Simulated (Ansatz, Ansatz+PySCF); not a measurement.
```xyz
2

Li    0.0000    0.0000   -1.2617
P     0.0000    0.0000    1.2617
```

Basis set: def2-SVP (spherical functions). Correlated methods keep 5 orbitals frozen. Correlation on ROHF uses semicanonical orbitals with singles. Charge 0, multiplicity 3.

Computed with Ansatz (development build ahead of 0.2.0); each method stands on the lowest determinant of its kind that the runs found.

The atomization energy at this shape (free ground-state atoms in the same class of orbitals less the molecule, no zero-point energy) of triplet LiP:

| method | atomization energy |
| --- | --- |
| UHF-CCSD(T) | 1.06 eV |
| ROHF | 0.45 eV |
| UHF | 0.57 eV |

Task: What does ROHF-MP2 give?

Result: 0.98 eV.
